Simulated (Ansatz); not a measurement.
## Interaction energy ladder

The pair of H2 (SMILES [H][H], atoms 1–2) and GeH4 (SMILES [GeH4], atoms 3–7), both closed shells, in one local arrangement (a lower one may exist), relaxed at PBE0-D4/def2-TZVP:

```xyz
7
angstrom
H -0.2850 0.0047 -3.2192
H -0.0653 0.0376 -2.5067
Ge 0.0695 -0.0084 1.1461
H 0.5805 1.0233 2.1601
H 1.0841 -0.1460 0.0027
H -1.2785 0.4547 0.5780
H -0.1054 -1.3660 1.8391
```

Ansatz 0.2.0; basis: def2-TZVPPD, with def2-QZVPPD for the basis limit; cores frozen in the correlated methods. Filled d shells of the heavier atoms are correlated. The def2 sets are not built for correlating such inner shells, so the correlated values are less sure here. B3LYP uses VWN-RPA correlation. Extrapolation: Hartree–Fock as exp(−7.88 √X), correlation as X^−2.97. Interaction energies count from these two fragments, frozen as in the pair, with the counterpoise correction; negative means bound.

(1) What is the interaction energy by CCSD(T) at an estimated basis limit (MP2 extrapolated from triple and quadruple zeta, plus CCSD(T) − MP2 in triple zeta)? (An estimate is asked for; the value comes from the calculation.)

(2) Which atoms make the shortest contact between the fragments?

T1 diagnostic: at most 0.012.

Results:

(1) Computed: -0.22 kcal/mol. Hartree–Fock alone gives 0.25 kcal/mol at the basis limit, so without correlation the pair would not bind at this distance. It counts from the two fragments frozen as in the pair.

The same quantity by other methods in triple zeta, and each one's difference from that estimate:
| method | E_int (kcal/mol) | difference |
| --- | --- | --- |
| PBE-D4 | -0.42 | -0.20 |
| revPBE-D4 | -0.29 | -0.08 |
| BLYP-D4 | -0.09 | 0.12 |
| r2SCAN-D4 | -0.02 | 0.19 |
| B97M-V | -0.22 | -0.01 |
| PBE0-D4 | -0.33 | -0.12 |
| B3LYP-D4 | -0.17 | 0.05 |
| HSE06-D4 | -0.34 | -0.13 |
| wB97X-V | -0.21 | 0.01 |
| wB97M-V | -0.17 | 0.05 |
| B2PLYP | 0.06 | 0.28 |
| HF | 0.26 | 0.47 |
| MP2 | -0.13 | 0.08 |
| CCSD | -0.11 | 0.11 |
| CCSD(T) | -0.16 | 0.06 |
Differences are method less estimate.

(2) H2 and H5, 2.77 Å apart.

Basis-set superposition shift (counterpoise-corrected less uncorrected): CCSD(T) 0.16; MP2 0.17; HF 0.04; PBE0-D4 0.03; wB97M-V 0.05 kcal/mol.

For scale, one of the runs: CCSD(T)/def2-TZVPPD, 156 basis functions (an equivalent command: `ansatz run in.yaml --threads 2`). The run took 18 s on 2 CPU threads (shared host), with 1 GiB of host memory at its peak.
